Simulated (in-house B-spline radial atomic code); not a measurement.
The outermost shell (largest non-relativistic mean radius) with and without relativity; Dirac values are averaged over j. Computed with a radial B-spline atomic code at the basis-set limit: non-relativistic Hartree-Fock and Dirac-Hartree-Fock, averages of the configuration (point nuclei without relativity, finite nuclei with it).

| ion | configuration | outermost shell | radius non-relativistic (bohr) | radius Dirac (bohr) | radius change (%) | level non-relativistic (eV) | level Dirac (eV) | spin-orbit splitting (eV) |
| --- | --- | --- | --- | --- | --- | --- | --- | --- |
| Zr6+ | [Ar] 3d10 4s2 4p4 | 4p | 1.2639 | 1.2555 | -0.67178 | -113.937 | -114.49 | 2.2012 |
| Nb6+ | [Ar] 3d10 4s2 4p5 | 4p | 1.2136 | 1.205 | -0.70866 | -119.689 | -120.3 | 2.5718 |
| Mo6+ | [Ar] 3d10 4s2 4p6 | 4p | 1.1679 | 1.1591 | -0.74708 | -125.514 | -126.19 | 2.9866 |
| Tc6+ | [Kr] 4d1 | 4d | 1.3187 | 1.3268 | 0.6097 | -88.965 | -88.151 | 0.42471 |
| Ru6+ | [Kr] 4d2 | 4d | 1.2602 | 1.2676 | 0.58844 | -93.174 | -92.319 | 0.50733 |
| Rh6+ | [Kr] 4d3 | 4d | 1.2071 | 1.214 | 0.56914 | -97.359 | -96.459 | 0.60024 |
| Pd6+ | [Kr] 4d4 | 4d | 1.1588 | 1.1652 | 0.55137 | -101.526 | -100.58 | 0.70423 |
| Ag6+ | [Kr] 4d5 | 4d | 1.1146 | 1.1206 | 0.53477 | -105.678 | -104.68 | 0.82012 |
| Cd6+ | [Kr] 4d6 | 4d | 1.0739 | 1.0795 | 0.5191 | -109.820 | -108.77 | 0.94878 |
